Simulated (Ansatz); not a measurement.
Cost and result for the atomization energy of `FC1(F)CCOC1` (13 atoms, 13 bonds).

```xyz
13

F    -0.9310    1.5978    1.2030
C    -0.1052    0.9798    0.3184
F     0.8085    1.9178   -0.0573
C     0.5597   -0.2469    0.9227
C     0.4230   -1.2663   -0.1983
O    -0.8188   -0.9542   -0.8044
C    -0.8651    0.4485   -0.9024
H     1.5844   -0.0335    1.2238
H    -0.0184   -0.5574    1.7938
H     1.2414   -1.1668   -0.9259
H     0.3828   -2.2995    0.1449
H    -0.3572    0.8043   -1.8085
H    -1.9042    0.7765   -0.9098
```

Charge 0, multiplicity 1. The structure was optimised at the PBE0-D4/def2-TZVP level. Program: Ansatz. All runs use 4 threads of an Intel Xeon Platinum 8259CL on a shared host. Times are those of one run each, without the atoms' runs, and a repeat can differ threefold. Electronic energies, without spin–orbit coupling; frozen cores. CCSD(T)/CBS adds CCSD(T) − MP2 in def2-TZVPP to the MP2 limit, and its time is that of the two runs behind it. T1 = 0.011. HSE06 is the plane-wave form, built on full-range PBE exchange.

CCSD(T)/CBS is a level of theory with its own doubt, some kJ/mol a heavy atom from the limit and from the frozen cores, so smaller differences don't rank the functionals.

```tsv
level	functions	wall time
LDA (SPW92)/def2-TZVPP	301	1.9 s
revPBE-D4/def2-TZVPP	301	2.9 s
PBE-D4/def2-TZVPP (with forces)	301	3.6 s
BHLYP-D4/def2-TZVPP	301	4 s
PBE0-D4/def2-TZVPP	301	4.1 s
HSE06-D4/def2-TZVPP	301	4.6 s
r2SCAN-D4/def2-TZVPP (with forces)	301	6 s
PBE-QIDH/def2-TZVPP	301	9 s
ωB97M-V/def2-TZVPP (with forces)	301	14 s
CCSD(T)/def2-SVP	128	14 s
MP2/def2-QZVPP	579	38 s
CCSD(T)/def2-TZVPP	301	11 min
CCSD(T)/CBS(def2)	–	12 min
```

**Question.** What atomization energy does each give, and how far from CCSD(T)/CBS? (Best estimate.)

**Answer.** The calculation gave: 
```json
{"level": "LDA (SPW92)/def2-TZVPP", "atomization (kcal/mol)": "1516.9", "difference from CCSD(T)/CBS": "228.5", "per bond": "17.6"}
{"level": "revPBE-D4/def2-TZVPP", "atomization (kcal/mol)": "1292.8", "difference from CCSD(T)/CBS": "4.4", "per bond": "0.3"}
{"level": "PBE-D4/def2-TZVPP (with forces)", "atomization (kcal/mol)": "1333.0", "difference from CCSD(T)/CBS": "44.6", "per bond": "3.4"}
{"level": "BHLYP-D4/def2-TZVPP", "atomization (kcal/mol)": "1237.5", "difference from CCSD(T)/CBS": "-50.9", "per bond": "-3.9"}
{"level": "PBE0-D4/def2-TZVPP", "atomization (kcal/mol)": "1301.2", "difference from CCSD(T)/CBS": "12.8", "per bond": "1.0"}
{"level": "HSE06-D4/def2-TZVPP", "atomization (kcal/mol)": "1302.4", "difference from CCSD(T)/CBS": "14.0", "per bond": "1.1"}
{"level": "r2SCAN-D4/def2-TZVPP (with forces)", "atomization (kcal/mol)": "1295.7", "difference from CCSD(T)/CBS": "7.3", "per bond": "0.6"}
{"level": "PBE-QIDH/def2-TZVPP", "atomization (kcal/mol)": "1287.6", "difference from CCSD(T)/CBS": "-0.8", "per bond": "-0.1"}
{"level": "ωB97M-V/def2-TZVPP (with forces)", "atomization (kcal/mol)": "1294.9", "difference from CCSD(T)/CBS": "6.5", "per bond": "0.5"}
{"level": "CCSD(T)/def2-SVP", "atomization (kcal/mol)": "1232.2", "difference from CCSD(T)/CBS": "-56.2", "per bond": "-4.3"}
{"level": "MP2/def2-QZVPP", "atomization (kcal/mol)": "1309.3", "difference from CCSD(T)/CBS": "20.9", "per bond": "1.6"}
{"level": "CCSD(T)/def2-TZVPP", "atomization (kcal/mol)": "1256.1", "difference from CCSD(T)/CBS": "-32.3", "per bond": "-2.5"}
{"level": "CCSD(T)/CBS(def2)", "atomization (kcal/mol)": "1288.4", "difference from CCSD(T)/CBS": "0.0", "per bond": "0.0"}
```

From BLYP to BHLYP (50 % exact exchange), in def2-TZVPP and without D4, the atomization energy moves by −42.8 kcal/mol: exact exchange takes away binding that semilocal exchange gives to molecules. At CCSD(T), def2-SVP lies −56.3 kcal/mol from the extrapolated value and def2-TZVPP −32.3 kcal/mol: correlation converges slowly with the basis, and small sets miss more of it in the bonded molecule than in its fragments. In def2-TZVPP, CCSD(T) changes the Hartree–Fock value by +334.9 kcal/mol (the triples alone add +22.0 kcal/mol) and MP2 by +369.0 kcal/mol; breaking electron pairs costs correlation energy, which Hartree–Fock lacks.
